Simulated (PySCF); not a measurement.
## Computed properties of C4H6O3, SMILES O1COC1(C=O)C

C4H6O3, SMILES CC1(C=O)OCO1. Coordinates come from a B3LYP-D3(BJ)/def2-SVP optimisation. This is a generated structure with no PubChem entry under its InChIKey; it may be hypothetical. Other conformers were not sampled. All values are computed for the isolated molecule unless a solvent is named; none is compared with measurement here.

**Structure.** The optimised structure has Cs symmetry. All 33 harmonic modes at B3LYP-D3(BJ)/def2-SVP (PySCF) are real, so it is a minimum. With heavy atoms numbered as in [CH3:1][C:2]1([CH:3]=[O:4])[O:5][CH2:6][O:7]1, the shortest bond between them is C3–O4 at 1.201 Å and the longest C2–C3 at 1.537 Å.

**Vibrations.** The strongest infrared lines (harmonic, unscaled, degenerate partners summed) lie at 1110 cm⁻¹ (242 km/mol, C 51 %, O 43 %), 1865 cm⁻¹ (130 km/mol, C 60 %, O 38 %), 2987 cm⁻¹ (122 km/mol, H 95 %). The softest mode is at 56 cm⁻¹ and the zero-point energy is 62.4 kcal/mol.

**Electronic structure.** B3LYP/def2-TZVP (PySCF) places the frontier levels at -7.10 and -1.81 eV, a gap of 5.29 eV, and gives a dipole moment of 2.29 D and a mean polarisability of 55.4 bohr³. PBE/def2-TZVP (PySCF) at the same geometry gives -5.74 and -2.71 eV, so its gap is 2.26 eV narrower. An orbital gap is neither the optical nor the fundamental gap.

**Excitations.** TDDFT-PBE0/def2-SVPD (PySCF) has S1 at 3.76 eV (330 nm, f = 0.000, dark); the most intense of the 10 singlets computed lies at 6.54 eV (f = 0.03). T1 (TDA) is at 3.16 eV. TDDFT-PBE/def2-SVPD (PySCF) puts S1 at 3.22 eV. No vertical singlet excitation falls in the visible range (under 3.1 eV).

**NMR.** GIAO shifts at PBE0/pcSseg-1 (PySCF) (non-relativistic, atoms alike by connectivity averaged): ¹³C from 22.2 to 200.0 ppm against TMS; ¹H from 1.9 to 10.2 ppm against TMS.

**Solvation.** SMD-B3LYP/def2-SVP (PySCF) gives -5.1 kcal/mol in water, -5.7 kcal/mol in cyclohexanone, -5.3 kcal/mol in ethanol (1 M in both phases, gas-phase geometry); of these solvents cyclohexanone holds the molecule best.
